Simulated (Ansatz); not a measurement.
System: C$_{2}$H$_{8}$O$_{2}$Si, charge 0, multiplicity 1. SMILES: C[Si](C)(O)O
Structure (B3LYP-D3(BJ)/def2-TZVP (Ansatz, a first-principles code) minimum search):
```xyz
13

C      1.4833    -1.0775     0.1351
Si    -0.0107     0.0383    -0.0016
C     -1.5197    -0.8994    -0.5443
O     -0.2522     0.8012     1.4518
O      0.2100     1.2233    -1.1264
H      1.3283    -1.8692     0.8731
H      2.3744    -0.5164     0.4270
H      1.6926    -1.5580    -0.8231
H     -1.3840    -1.3129    -1.5459
H     -1.7355    -1.7267     0.1356
H     -2.3903    -0.2416    -0.5653
H      0.0753     0.3754     2.2465
H      0.7448     1.9795    -0.8731
```
Charge 0, spin multiplicity 1.

Atomisation energy built up term by term with Ansatz (kcal/mol; UHF references for open shells; valence terms freeze the core; atomic spin-orbit terms are left out). CBS marks a two-point X^-3 extrapolation of the correlation energy; Hartree-Fock from the larger set.

| term | basis | kcal/mol |
|---|---|---|
| Hartree-Fock | cc-pV(Q+d)Z | 904.28 |
| CCSD correlation | CBS(cc-pV(T+d)Z,cc-pV(Q+d)Z) | 300.17 |
| (T) | CBS(cc-pV(T+d)Z,cc-pV(Q+d)Z) | 17.14 |
| core correlation | cc-pwCVTZ | 3.29 |
| scalar relativity (X2C) | cc-pVTZ-DK against cc-pVTZ | -1.75 |
| sum: De |  | 1223.1 |

(T) makes 1.4 % of the CCSD(T) atomisation energy; under 5 % is typical of single-reference molecules.
